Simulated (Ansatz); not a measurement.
```yaml
crystal:
  periodic: [false, false, false]
  atoms:
    - {symbol: F, position_ang: [-0.629373, -2.021866, 1.113545]}
    - {symbol: Si, position_ang: [-0.844348, -0.652386, 1.947605]}
    - {symbol: Br, position_ang: [2.442640, -0.029119, -0.925917]}
    - {symbol: N, position_ang: [-0.340746, 0.474289, 0.743746]}
    - {symbol: Si, position_ang: [0.236003, 0.241453, -0.874271]}
    - {symbol: H, position_ang: [-0.340385, 1.437478, 1.059829]}
    - {symbol: H, position_ang: [-0.058196, 1.459098, -1.662178]}
    - {symbol: H, position_ang: [-0.373396, -0.966147, -1.458159]}
basis:
  gaussian: {orbitals: aug-cc-pVDZ, final_grid: {core_spheres: 8, valence_spheres: 7, degree: 23}}
hamiltonian: {xc: {name: r2SCANh}}
output: {forces: true}
```

```sh
$ ansatz run in.yaml --threads 4 --pin off --events-out ev --progress --plain --max-ram 10444MiB
```

Output, abridged:

```
Functional definition: r2SCANh
1641 factors; integrals over basis functions are off by at most 1.1e-3 eV
mean field evaluation 1: about -90046.5572 eV, gradient 7.1e1 eV
mean field evaluation 2: about -90012.3888 eV, gradient 1.3e2 eV
mean field evaluation 4: about -90055.9629 eV, gradient 1.3e1 eV
mean field evaluation 8: about -90056.2793 eV, gradient 6.0e-1 eV
mean field evaluation 16: about -90056.2803 eV, gradient 9.5e-5 eV
mean field -90056.28027851 eV, -3309.5072578959 hartree, gradient 3.4e-5 eV, S^2 0.000000; 0 other end points of the search recorded, 0 dependent functions left out
reference -90056.28030577 eV, -3309.5072588980 hartree; 41, 41 occupied and 122, 122 virtual orbitals, 1641 factors
Total energy: -90056.28030577 eV, -3309.5072588980 hartree
Atom 0 at    -0.629373    -2.021866     1.113545 Å, force     0.209060    -1.084804    -0.750313 eV/Å
Atom 1 at    -0.844348    -0.652386     1.947605 Å, force    -0.439264     0.641512     1.299529 eV/Å
Atom 2 at     2.442640    -0.029119    -0.925917 Å, force     0.393774    -0.050004    -0.010224 eV/Å
Atom 3 at    -0.340746     0.474289     0.743746 Å, force    -0.037756     0.421354     0.164142 eV/Å
Atom 4 at     0.236003     0.241453    -0.874271 Å, force    -0.045893    -0.074478    -0.626332 eV/Å
Atom 5 at    -0.340385     1.437478     1.059829 Å, force     0.002660     0.150901     0.049233 eV/Å
Atom 6 at    -0.058196     1.459098    -1.662178 Å, force    -0.023733     0.131258    -0.075367 eV/Å
Atom 7 at    -0.373396    -0.966147    -1.458159 Å, force    -0.058848    -0.135740    -0.050668 eV/Å
Dipole moment:    -0.254240     0.415654     0.022044 e Å
```

Hardware: 4 threads of an Arm Neoverse V2 on a shared host. Wall time 3.5 s, peak host memory 0.52 GiB.
